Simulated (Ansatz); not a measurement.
Several settings on one geometry of the cluster Ag2F2 (that of the charge 0 singlet, PBE-D4/def2-TZVP). Ansatz on 4 threads of Arm Neoverse V2 on a shared host; times are rough.

| atom | x (Å) | y (Å) | z (Å) |
| --- | --- | --- | --- |
| Ag1 | -0.727 | 0.152 | -1.271 |
| Ag2 | 0.727 | -0.153 | 1.271 |
| F3 | -0.267 | -1.644 | -0.046 |
| F4 | 0.267 | 1.644 | 0.047 |

Totals from different functionals, basis sets or treatments of relativity can't be compared as stabilities.

In the def2 sets Ag takes a core potential; there is no spin–orbit coupling. Correlated methods freeze 2 core orbitals; core or outer-core shells of Ag are correlated, in sets that lack core-valence functions.

(1) Give the basis size and estimate the energy, ⟨S²⟩, dipole and time of these runs.

```tsv
run	method	charge	state	further keys
1	RKS PBEsol-D3(BJ)/def2-TZVP	0	singlet	nuclear_model: gaussian; scf: {omitted_lower_state_checks: [starts]}; forces asked
2	RHF, mp2/def2-SVPD	0	singlet	forces asked
3	RKS ωPBEh/def2-mTZVP	0	singlet	final_grid: {core_spheres: 20, valence_spheres: 16, degree: 47}
```

## Answers

(1) 
```csv
run,functions,energy (Eh),⟨S²⟩,dipole (D),wall time
1,142,-492.6615,–,0.00,1.2 s
2,114,-492.0513,–,0.00,2.2 s
3,104,-493.5941,–,–,1.9 s
```
